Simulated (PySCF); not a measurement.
Compound: B(vinyl)3, C6H9B.
Cartesian coordinates in Å at the PBE0-D3(BJ)/def2-SVP level; atoms count from 1:
```
atom  x, y, z in Å
B1    -0.3217    0.1196    0.0011
C2     1.2256    0.2776   -0.1234
C3     2.1094   -0.4588    0.5714
H4     1.6411    1.0808   -0.7471
H5     1.7805   -1.2543    1.2484
H6     3.1899   -0.2834    0.5174
C7    -1.2690    1.3451   -0.2073
C8    -0.8534    2.5838   -0.5202
H9    -2.3525    1.1997   -0.0953
H10    0.2091    2.8184   -0.6475
H11   -1.5471    3.4204   -0.6617
C12   -0.9715   -1.2591    0.3335
C13   -0.4507   -2.4460   -0.0223
H14   -1.9666   -1.2736    0.8009
H15    0.5143   -2.5102   -0.5364
H16   -0.9716   -3.3940    0.1547
```

Lines to be assigned: B 1s: 194.75 eV; C 1s: 289.83 (area 3), 290.18 (area 3) eV.

Computed, not measured: PySCF 2.14.0, delta-SCF UKS SCAN, pcX-2 on the ionised atom, pcseg-1 elsewhere, spin-free X2C. Isolated species at its PBE0-D3(BJ)/def2-SVP geometry (one conformer only).

Q: Assign the C 1s lines to atoms.

A: 289.83 eV: C2/C7/C12 (carbon bonded to B, C and H); 290.18 eV: C3/C8/C13 (carbon bonded to C and 2 H). The listed C 1s values span 0.35 eV, from C2/C7/C12 (bonded to C, H and B) to C3/C8/C13 (bonded to C and 2 H).

Bonded neighbours of each site: B1: 3 C; C2/C7/C12: C, H and B; C3/C8/C13: C and 2 H.

Q: Which effective nuclear charge Zeff reproduces each element's mean 1s value in the hydrogen-like formula E = 13.606 eV × Zeff²?

A: B (Z = 5): mean 194.8 eV, Zeff = 3.78, Z − Zeff = 1.22; C (Z = 6): mean 290.0 eV, Zeff = 4.62, Z − Zeff = 1.38. Means run over the listed sites, weighted by atom count.

One atom of each set of topologically equivalent atoms was ionised and stands for the set; in this conformer not all members are related by symmetry, and their own values weren't computed.

Hardware: one thread, Arm Neoverse V1 (aarch64), no GPU, shared host with 32 logical CPUs at a one-minute load of 8.9. Cost: 34 s, 0.62 GiB resident at most.
